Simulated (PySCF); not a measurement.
# Arsenic: a sound run and one with changed settings

Sound run: As [Ar] 3d10 4s2 4p3, As⁺ [Ar] 3d10 4s2 4p2. Calculation: PySCF 2.14, in def2-SVP (5s4p3d, 32 functions); the non-relativistic Hamiltonian (point nucleus). The sound run starts from symmetry-adapted Hartree-Fock orbitals and uses a fine grid where one is needed.

Changed run: initial guess 1e, at most 50 SCF cycles, level shift 10.0 hartree.

| species | method | sound run (hartree) | changed run (hartree) | converged |
| --- | --- | --- | --- | --- |
| As | UHF | -2233.91692 | -2232.99454 | no |
| As | M06-L | -2235.45851 | -2234.93266 | no |
| As | B3LYP | -2235.57270 | -2235.36489 | no |
| As⁺ | UHF | -2233.56916 | -2232.21257 | no |
| As⁺ | M06-L | -2235.10099 | -2234.80843 | no |
| As⁺ | B3LYP | -2235.21098 | -2235.08890 | no |

A level shift slows the SCF but leaves a converged energy unchanged.
